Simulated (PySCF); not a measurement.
A GIAO shielding run with PySCF 2.14.0 with density-fitted response routines (density fitting, non-relativistic, gas phase) on `COC[SiH2]C1=CC[SiH2][C@@H]1F`, C6H13FOSi2:

```
$ OMP_NUM_THREADS=1 python probes_run.py task.json out

{"job": {"kind": "nmr", "xc": "PBE0", "basis": "pcSseg-1"}, "charge": 0, "multiplicity": 1}
C     -4.363572     0.452882    -0.499035
O     -3.310228    -0.151294     0.202380
C     -2.034092     0.199568    -0.292499
Si    -0.800737    -0.682517     0.863643
C      0.961381    -0.239953     0.351692
C      1.329800     0.435236    -0.733747
C      2.780288     0.681788    -1.028696
Si     3.712995    -0.296041     0.316753
C      2.078636    -0.712084     1.247197
F      1.946523    -2.075858     1.502249
H     -4.346186     0.174312    -1.561069
H     -4.312350     1.547696    -0.425661
H     -5.289455     0.102046    -0.047023
H     -1.939030    -0.118204    -1.340503
H     -1.914389     1.292384    -0.277823
H     -1.018465    -2.128012     0.782065
H     -1.031017    -0.195283     2.230305
H      0.599095     0.827697    -1.427403
H      2.984668     1.753615    -0.989941
H      3.008053     0.369448    -2.049024
H      4.604478     0.539999     1.122830
H      4.362040    -1.510141    -0.169108
H      1.986812    -0.240298     2.232495
```

Hardware: 1 thread of an Arm Neoverse N1, shared host. The job also computes population analyses, field gradients, ring-centre shieldings.

Q: How large is the calculation?

A: 94 electrons, 249 basis functions and 1336 auxiliary functions.

Q: How long does it take, and how much memory does it need?

A: 2.1 min of wall time, with 14 SCF cycles and 5 response iterations; peak memory 1.1 GiB. Times on a shared host scatter by some tens of per cent.
